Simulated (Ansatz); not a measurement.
```yaml
crystal:
  periodic: [false, false, false]
  atoms:
    - {symbol: B, position_ang: [-0.544057, 1.376938, 0.499101]}
    - {symbol: C, position_ang: [0.011468, -0.015370, 0.143819]}
    - {symbol: C, position_ang: [0.334399, -0.828099, 1.161734]}
    - {symbol: C, position_ang: [0.181885, -0.449228, -1.283205]}
    - {symbol: H, position_ang: [-0.864974, 2.157828, -0.351777]}
    - {symbol: H, position_ang: [-0.659485, 1.686164, 1.650026]}
    - {symbol: H, position_ang: [0.730077, -1.830420, 1.006420]}
    - {symbol: H, position_ang: [0.210396, -0.507091, 2.190416]}
    - {symbol: H, position_ang: [-0.770334, -0.402304, -1.819191]}
    - {symbol: H, position_ang: [0.864830, 0.221481, -1.812634]}
    - {symbol: H, position_ang: [0.571096, -1.466900, -1.364208]}
basis:
  gaussian: {orbitals: "6-31++G**"}
hamiltonian: {xc: {name: BLYP}, pseudopotentials: {relativity: scalar}}
charge: 1
```

```sh
$ ansatz run in.yaml --threads 2 --pin off --events-out ev --progress --plain --max-ram 4352MiB
```

Output, abridged:

```
Error: YAML parse error: error: line 18 column 1: unknown field `charge`, expected one of crystal, accuracy, basis, kpoints, hamiltonian, magnetization, projection, total_charge, correlation, batch, efield, external_charges, scf, relax, neb, saddle, md, ramp, phonons, dielectric, real_time, elastic, magnetic_configurations, gw, evaluate, workflow, output, checkpoint, execution
16 |   gaussian: {orbitals: "6-31++G**"}
17 | hamiltonian: {xc: {name: BLYP}, pseudopotentials: {relativity: sc…
18 | charge: 1
```

(1) Something in this input is off. What?

Results:

(1) The input holds a key that doesn't belong there. The input was rejected before any iteration.
